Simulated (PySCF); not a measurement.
Work out the structure from these simulated measurements.

Formula: CH10GeN2SSi.

- Valence photoelectron: vertical ionisation energy: 8.79 eV [ΔSCF wB97X-D/def2-SVPD]
- Triplet: lowest triplet excitation (Tamm–Dancoff): 5.37 eV [TDA wB97X-D/def2-SVPD]
- UV, strongest line: among the 10 lowest singlet transitions: S9 at 7.47 eV (166 nm, f = 0.048) [TDDFT wB97X-D/def2-SVPD]
- 13C NMR: chemical shifts (computed TMS as zero) by class: 11.9 (1 C) ppm [GIAO PBE0/pcSseg-1]
- Rotational structure: rotational constants A, B, C: 1.939, 1.148, 0.923 GHz [PBE0-D3(BJ)/def2-SVP]
- 1H NMR: chemical shifts (computed TMS as zero) by class: 5.66 (1 H), 4.83 (3 H), 2.34 (3 H), -0.16 (2 H), -0.30 (1 H) ppm [GIAO PBE0/pcSseg-1]
- Dipole: 1.42 D [wB97X-D/def2-SVPD]

Gas-phase values; electronic properties from PySCF, density fitting. Levels stand in brackets. Isolated species at its PBE0-D3(BJ)/def2-SVP geometry (one conformer only). The calculation is non-relativistic and has no spin–orbit coupling, an omission that weighs most on germanium. NMR values are class means; diastereotopic atoms form classes of their own.

Question: Give a SMILES that accounts for the data.

Answer: Numbering: `[CH3:1][S:2][Ge@H:3]([NH2:4])[NH:5][SiH3:6]`. The one carbon: S-methyl carbon [C1] (11.9 ppm). Hydrogen classes from least to most shielded: 1 H on a germanium bonded to 2 N, S and H, Ge3 (5.66 ppm), 3 H on an SiH3 silicon, Si6 (4.83 ppm), 3 H on an S-methyl carbon, C1 (2.34 ppm, a mean of values up to 1.1 ppm apart in this geometry), 2 H on a nitrogen bonded to Ge and 2 H, N4 (-0.16 ppm), 1 H on a silicon-bound nitrogen, N5 (-0.30 ppm). The first electron is taken from the HOMO, whose largest Löwdin shares are 0.67 on the sulfur bonded to C and Ge, 0.10 on the S-methyl carbon, 0.09 on the silicon-bound nitrogen and 0.05 on the germanium bonded to 2 N, S and H. The optimised geometry has point group C1 and is an asymmetric top. Structure: `C[S][Ge@H]([NH2])[NH][SiH3]`. The assignments are read from this structure; whether some other isomer fits the data as well wasn't checked. The mirror image fits equally. NMR values of atoms bound to Ge lack the spin–orbit term that these neighbours bring.

Conformer computed: `[CH3:1][S:2][Ge@H:3]([NH2:4])[NH:5][SiH3:6]`: C1–S2–Ge3–N4 51°, S2–Ge3–N5–Si6 66°, H–N4–Ge3–S2 58°, H–N4–Ge3–S2 -171°.
